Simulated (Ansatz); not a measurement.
The same path of AlFH2O + H3P (9 atoms, charge 0, multiplicity 1) was run twice with different band settings. Lost on the way: P6–H9. Made: Al1–P6, O2–H9.

Level of theory: RKS BHLYP-D4/6-31G* in Ansatz.

Relaxed end points:

```xyz
9
Properties=species:S:1:pos:R:3
Al 0.190 -0.125 0.241
O -0.332 -0.787 1.703
H -1.244 -0.867 1.967
H 1.704 -0.117 -0.122
F -0.925 0.405 -0.846
P 0.250 3.166 1.408
H 1.536 2.728 1.030
H -0.383 2.695 0.239
H -0.040 2.015 2.172
```

```xyz
9
Properties=species:S:1:pos:R:3
Al 0.363 0.551 0.291
O -0.355 -0.261 1.980
H -1.186 -0.681 1.731
H 1.680 -0.252 -0.029
F -1.020 0.084 -0.519
P 0.394 2.772 1.064
H 1.697 3.117 0.654
H -0.266 3.374 -0.026
H -0.551 0.407 2.646
```

Common settings: spring 5.0 eV/Å²; optimiser quadratic models (default); start path through a guess of the saddle point; force threshold 0.05 eV/Å; end points relaxed.

| run | movable images | climbing image | iteration limit |
| --- | --- | --- | --- |
| 1 | 7 | yes | 55 |
| 2 | 6 | no | 60 |

(1) What does each run give, and how far can it be trusted?

Results:

(1) Run 1: converged after 19 iterations, highest image 1.186 eV above the first end. A vibrational analysis at the climbing image gives one clearly imaginary mode, 1453i cm⁻¹: a first-order saddle point.
Run 2: converged after 22 iterations, highest image 0.973 eV above the first end. No image climbed, so the highest image needn't sit at the top of the path.
The orbitals stay closed-shell, which can raise the energy where a bond breaks towards radicals; this wasn't checked here.
